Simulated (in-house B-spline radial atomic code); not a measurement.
The numbers below are computed, except where a source is named.
## Making a Troullier-Martins s channel for V, r_c = 3.6 bohr

V, [Ar] 3d3 4s2, non-relativistic LDA (VWN5), spherical and spin-unpolarised, from an all-electron radial atomic-structure program (B-spline basis) (atomic units). The all-electron 4s level is ε = -0.175969 hartree, its outermost node lies just inside 1.20 bohr and its outer maximum at 2.77 bohr.

Inside r_c the pseudo-orbital is u(r) = r^1 exp(p(r)), with p = c0 + c2 r² + c4 r⁴ + … + c12 r¹². The seven coefficients follow from p and its first four derivatives at r_c, from zero curvature of the screened potential at the origin, c4 = −c2²/(2l + 5), and from the norm inside r_c. At r_c the all-electron orbital has P = 0.5289006, P' = -0.1357903, the screened potential V = -0.2407441, V' = 0.1326985, V'' = -0.1073213, and the norm inside is Q = 0.6342701.

Problem. What are p, p' and p'' at r_c?

Solution. p = ln(P/r_c^1) = ln(0.5289006/3.6) = -1.91789. p' = P'/P − 1/r_c = -0.25674 − 0.27778 = -0.53452. The radial equation gives p'' = 2(V − ε) − 2(1) p'/r_c − p'² = -0.12955 − (-0.29695) − 0.28571 = -0.11831. Differentiating, p''' = 2V' + 2(1)p'/r_c² − 2(1)p''/r_c − 2p'p'' = 0.12216, and p'''' = 2V'' − 4(1)p'/r_c³ + 4(1)p''/r_c² − 2(1)p'''/r_c − 2p''² − 2p'p''' = -0.1706.

For a trial c2 the five matching conditions are linear in c0, c6, c8, c10 and c12, and c2 is varied until the norm inside r_c equals Q. The root nearest zero gives:

```json
{"n": "0", "c_n": "-1.70029"}
{"n": "2", "c_n": "0.1012961"}
{"n": "4", "c_n": "-0.002052181"}
{"n": "6", "c_n": "-0.002930321"}
{"n": "8", "c_n": "0.0003428338"}
{"n": "10", "c_n": "-1.568893e-05"}
{"n": "12", "c_n": "2.653577e-07"}
```

Problem. Check c4 and p(r_c), and find the screened pseudopotential at the origin.

Solution. −c2²/5 = -0.00205218, as listed. The terms c_n r_c^n are -1.70029, 1.31280, -0.34469, -6.37867, 9.67172, -5.73612, 1.25737, which sum to -1.91789. Inverting the radial equation, V_l(r) = ε + 1 p'/r + (p'' + p'²)/2, so V_l(0) = ε + (2l + 3) c2 = -0.175969 + 3 × (0.101296) = 0.1279 hartree, finite where the all-electron potential diverges.

Orbitals and screened potentials:

| r (bohr) | P | u | V all-electron | V pseudo |
| --- | --- | --- | --- | --- |
| 0.36 | 0.01896 | 0.06661 | -26.57 | 0.1269 |
| 0.9 | -0.2078 | 0.1779 | -4.845 | 0.0911 |
| 1.44 | 0.1981 | 0.3151 | -1.697 | -0.06638 |
| 1.98 | 0.4832 | 0.4673 | -0.8239 | -0.3374 |
| 2.52 | 0.5906 | 0.5752 | -0.4916 | -0.4933 |
| 3.06 | 0.5874 | 0.5862 | -0.3322 | -0.3775 |
| 3.6 | 0.5289 | 0.5289 | -0.2407 | -0.2407 |

Logarithmic derivatives P'/P at R = 3.9 bohr, for energies E around ε:

```csv
E − ε (hartree),all-electron,pseudo
-0.5,0.887091,0.880618
-0.25,0.511462,0.505903
-0.1,0.134892,0.132425
0,-0.308781,-0.30878
0.1,-1.3183,-1.34327
0.25,12.4652,7.98404
0.5,1.31309,1.00131
```

Problem. With P(R) = 0.4857342 and a norm of 0.7116357 inside R, what slope in energy does norm conservation fix?

Solution. d(P'/P)/dE = −2 × (norm inside R)/P(R)² = -6.0324 per hartree·bohr at E = ε, for both atoms, since orbital and norm agree at R. Differences over ±0.1 hartree give -7.2660 (all-electron) and -7.3785 (pseudo), which also hold third-order terms. Half a hartree below ε the two curves differ by -0.0065.
